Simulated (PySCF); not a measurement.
# RhF from Hartree–Fock to correlated methods

State: ³Δ (triplet), unpaired electrons σ ↑, δ ↑. Set-up: basis Rh def2-TZVPP with ECP28, F def2-TZVPP; scalar-relativistic core potentials; PySCF 2.14. De refers to Rh (4d8 5s1) + F in their high-spin ground configurations, without counterpoise correction. The functionals are run spin-unrestricted. A positive dipole means Rh(−)F(+).

| Level | Re (Å) | ωe (cm⁻¹) | De (eV) | μ (D) |
| --- | --- | --- | --- | --- |
| UHF | 1.999 | 512 | n/a | -6.58 |
| UHF-MP2 | 1.924 | 554 | n/a | n/a |
| UHF-SCS-MP2 | 1.941 | 542 | n/a | n/a |
| LDA | 1.883 | 601 | 5.11 | -3.77 |
| PBE | 1.929 | 546 | 4.24 | -4.04 |
| r²SCAN | 1.921 | 560 | 3.96 | -4.36 |
| PBE0 | 1.930 | 551 | 3.79 | -4.78 |
| MN15 | 1.907 | 578 | 4.09 | -4.62 |
| BHandHLYP | 1.952 | 542 | 3.42 | -5.49 |
| M06-2X | 1.960 | 534 | 3.94 | -5.39 |
| ωB97X-V | 1.943 | 547 | 4.14 | -5.11 |

What does a quarter of exact exchange do here, going from PBE to PBE0?

PBE0 less PBE: +0.1 pm in Re, +0.9 % in ωe, -0.45 eV in De. Exact exchange removes part of the self-interaction that spreads semilocal densities, and in most molecules shortens and stiffens the bond and lowers De; so it does here.

What does the gradient correction do here, going from LDA to PBE?

PBE less LDA: +4.6 pm in Re, -9.2 % in ωe, -0.87 eV in De. The gradient correction favours the more uneven density of free atoms, so it tends to lengthen bonds and takes away much of the overbinding of LDA; so it does here.

Correlated steps freeze 1 core orbital. The metal atom is held in its measured ground configuration; semilocal functionals can put another filling of s and d lower by some tenths of an eV, and De to that atom would be smaller. Spin–orbit coupling is left out, which matters for elements this heavy, above all for dissociation energies. Counting both spins, an empty level lies below a filled one in some of these solutions, because spin and occupation are held. The state is the lowest single determinant that the PBE0 search found; with open d or f shells the true ground state can be another one.
